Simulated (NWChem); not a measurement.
System: CH₄FGaO₂; SMILES [OH][Ga]([F])[O]C

```xyz
9

Ga     0.0135     0.3554     0.0001
F      1.0595     1.7505    -0.0005
O     -1.7415     0.5825     0.0002
H     -2.0037     1.5096    -0.0006
O      0.7625    -1.2349     0.0013
C      0.0491    -2.4450    -0.0010
H      0.3143    -3.0360    -0.8947
H      0.3198    -3.0420     0.8870
H     -1.0477    -2.3131     0.0029
```
Atoms are numbered in this order, from 1.

Program: NWChem. Structure relaxed at the PBE0/def2-SVP level.

Taking PBE0/pcseg-2 as the yardstick, which of these has the fewest basis functions while keeping “highest occupied level (eV)” within 0.1 eV of it: PBE0/aug-pcseg-1; PBE0/def2-SVP; PBE0/pcseg-1; PBE0/STO-3G?

PBE0/pcseg-1 (a larger set in the list lies outside the tolerance).
```json
[
 {"level": "PBE0/STO-3G", "basis functions": "42", "highest occupied level (eV)": "-2.07", "relative time (rough)": "1"},
 {"level": "PBE0/pcseg-1", "basis functions": "103", "highest occupied level (eV)": "-8.37", "relative time (rough)": "3"},
 {"level": "PBE0/def2-SVP", "basis functions": "108", "highest occupied level (eV)": "-8.15", "relative time (rough)": "2"},
 {"level": "PBE0/aug-pcseg-1", "basis functions": "164", "highest occupied level (eV)": "-8.41", "relative time (rough)": "10"},
 {"level": "PBE0/pcseg-2", "basis functions": "219", "highest occupied level (eV)": "-8.36", "relative time (rough)": "10"}
]
```

The yardstick is one finite set, not the basis-set limit.
